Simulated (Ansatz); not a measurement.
Energy needed to pull apart SiNH2I (SMILES N=[SiH]I), singlet, into free ground-state atoms, from the structure below (displaced at random from a GFN2-xTB minimum); no zero-point or spin–orbit terms; open-shell atoms are treated unrestricted, in their ground-state multiplicity.

```xyz
5
angstrom
N -1.2243 0.5742 -0.5747
Si 0.3882 0.3899 0.0061
I 1.6062 -1.7953 0.6763
H -1.9528 -0.2277 -0.6871
H 1.3041 1.1353 0.2794
```

Computed with Ansatz 0.2.0 (basis: def2-TZVPP); correlated methods freeze the cores. Filled d shells of the heavier atoms are correlated. Core potentials replace the inner electrons of the atoms past krypton. The def2 sets are not built for correlating such inner shells, so the correlated values are less sure here.

| method | atomization energy (kJ/mol) |
| --- | --- |
| SPW92 | 1505 |
| PBE-D4 | 1319 |
| r2SCAN-D4 | ? |
| PBE0-D4 | 1249 |
| CAM-B3LYP-D4 | 1249 |
| wB97M-V | ? |
| HF | 684 |
| MP2 | 1250 |
| CCSD | 1158 |
| CCSD(T) | 1208 |

Problem. What does r2SCAN-D4 give? (An estimate is asked for; the value comes from the calculation.)

Solution. The calculation gives: 1265 kJ/mol, which is about 57 kJ/mol more than CCSD(T)/def2-TZVPP.

Problem. What does wB97M-V give? (An estimate is asked for; the value comes from the calculation.)

Solution. Computed: 1255 kJ/mol, which is about 47 kJ/mol more than CCSD(T)/def2-TZVPP.

In triple zeta the MP2 and coupled-cluster atomization energies are still short of their basis limit by a few kcal/mol a bond, whereas those of the functionals are nearly converged, so these differences are not deviations from converged CCSD(T).

T1 diagnostic: at most 0.018. The restricted Hartree–Fock reference is unstable towards an unrestricted one here.

For scale, one of the runs: CCSD(T)/def2-TZVPP forces, 151 basis functions, launched by `ansatz run in.yaml --threads 4 --pin off --events-out ev --progress --plain --max-ram 5222MiB`. Hardware: 4 CPU threads of an Arm Neoverse V2, shared host. Wall time 96 s; peak host memory 2 GiB.
